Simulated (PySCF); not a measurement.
Harmonic spectrum computed at PBE0 in the def2-SVP basis family (core potentials from Rb on, PySCF, no spin–orbit coupling):

| symmetry | ω (cm⁻¹) | IR (km/mol) |
| --- | --- | --- |
| a1 | 48 | 16.5 |
| a1 | 353 | 14.7 |
| b2 | 479 | 122 |

Task: Which molecule gave it? In each, all ligands are bound to the one heavy central atom.
A. RuCl₂ (quintet)
B. CrCl₂ (quintet)
C. TcCl₂ (sextet)
D. PdCl₂ (triplet)

Result: B. It has C2v symmetry with Cr–Cl 2.182 Å (×2).
